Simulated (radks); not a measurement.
The numbers below are computed, except where a source is named.
Sr8+, 30 electrons, occupied as [Ar] 3d10 4s2.

Level of theory: scalar-relativistic Kohn-Sham, LDA (Slater exchange, VWN5 correlation), spin-polarised, spherical densities, finite nucleus; Fermi nuclear charge, rms radius 4.224 fm (a radial shooting solver on a logarithmic mesh with Libxc functionals).

Energy parts (eV):
total: -85914.800
kinetic: 88090.943
electron-nucleus: -203085.452
Hartree: 31726.847
exchange-correlation: -2647.138

Orbitals (lengths in bohr, moments of r in powers of bohr; r(max) is where P^2 peaks; r(90%) holds 90 % of the orbital's charge):
orbital  occ.  eigenvalue (eV)   r(max)  r(90%)   <1/r>     <r^2>
1s          2        -16047.68  0.02557  0.0702   38.95  0.002071
2s          2        -2286.726   0.1453   0.267   8.694   0.03514
2p          6        -2048.728   0.1160   0.245   8.496   0.02766
3s          2        -460.9294   0.4356   0.728   2.926    0.2765
3p          6        -383.8858   0.4298   0.753   2.777    0.2868
3d         10        -256.1445   0.3737   0.792   2.535    0.2912
4s          2        -151.2160    1.112    1.71   1.139     1.609
4p          0        -129.1319    1.188    1.85   1.049     1.862
4d          0         -95.2599    1.362    2.17  0.8916     2.504
4f          0         -64.9507    1.580    2.66  0.6415     3.658
5s          0         -73.9928    2.264    3.19  0.6042     5.798

The highest occupied level is 4s at -151.22 eV. The density falls to 0.001 e/bohr^3 at r = 2.34 bohr. Summed over all electrons, <r^2> = 8.645 bohr^2, which gives a Langevin (diamagnetic) susceptibility term of -6.85 x 10^-6 cm^3/mol. The electron density at the nucleus is 6.175e+04 e/bohr^3 (large components only).
